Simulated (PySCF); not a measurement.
Species: C₄H₉FNSi (doublet state).
Z-matrix (Å and degrees, GFN2-xTB geometry), rows numbered from 1:
```
C 
Si  1  1.8915
F   2  1.6231  1  107.25
C   2  1.8968  1  113.04  3   116.69
C   4  1.5411  2  112.48  1  -170.76
C   5  1.4644  4  114.35  2   177.50
N   6  1.2380  5  129.79  4    -1.70
H   1  1.0851  2  111.60  3   173.40
H   1  1.0867  2  111.51  3   -66.13
H   1  1.0858  2  110.67  3    53.58
H   2  1.4598  1  113.45  3  -112.98
H   4  1.0918  2  110.54  1   -50.07
H   4  1.0902  2  111.13  1    67.55
H   5  1.0934  4  110.17  2   -60.91
H   5  1.0934  4  109.95  2    56.61
H   7  1.0131  6  120.37  5  -179.69
```

The hyperfine couplings belong to this conformer and change with its torsions.

The species is `[H]/N=[C]/CC[Si@@H](C)F` [radical].

Computed with UKS B3LYP, pcH-1 on C F H N Si, non-relativistic, mean-field spin-orbit, GIAO (PySCF 2.14.0). Geometry: GFN2-xTB, one conformer, isolated molecule. The geometry wasn't refined by DFT: couplings that depend on bond lengths, twists or pyramidal angles can differ widely from those at the functional's own minimum. The SCF solution wasn't tested for stability.

Q: Give the principal g shifts and their parts.

A: 
```tsv
Δg (ppm)	1	2	3
relativistic mass correction	-179	-179	-179
gauge correction	34	15	-103
orbital Zeeman/spin–orbit	-3242	-99	1117
total	-3388	-264	835
```

So g = 1.99893, 2.00206, 2.00315 and g_iso = 2.00138; the tensor is rhombic: the two nearest values differ by 26 % of g3 − g1. 

Q: At 9.624 GHz, how far is the centre of the isotropic spectrum from where a free electron (g = 2.002319) resonates?

A: B = hν/(g μB) with μB/h = 13.99624 MHz/mT gives 343.41 mT for the free electron and 343.57 mT at g_iso, 0.16 mT higher.

Q: What effective moment and Curie constant follow for a powder?

A: With the mean of g² = 4.0055 and S(S+1) = 0.75: μ_eff = √(⟨g²⟩S(S+1)) = 1.733 μB and χT = 0.12505·⟨g²⟩·S(S+1) = 0.376 cm³ K/mol (cgs; spin-Hamiltonian part alone).

Q: What are the electron Larmor frequencies g μB B/h along the three axes at 1200 mT?

A: 33.5730, 33.6255, 33.6440 GHz for g1, g2 and g3, a range of 70.9 MHz.

Q: In a frozen sample, at which fields do the three g values resonate at 9.5, 34, 94 and 263 GHz (hyperfine left aside), and which band first spreads them over more than twice a line width of 0.3 mT?

A: 
```
band    GHz  B(g3) mT  B(g2) mT  B(g1) mT  spread mT
   X    9.5    338.84    339.03    339.56       0.72
   Q   34.0   1212.70   1213.36   1215.26       2.56
   W   94.0   3352.76   3354.60   3359.84       7.08
   J  263.0   9380.58   9385.73   9400.40      19.82
```

The spread grows in proportion to the frequency. X band is the first where it exceeds 0.6 mT.

The Mulliken spin populations are largest on C6 (+0.74) and N7 (+0.16).

The HOMO–LUMO gaps are 5.13 eV among the α and 6.70 eV among the β orbitals.
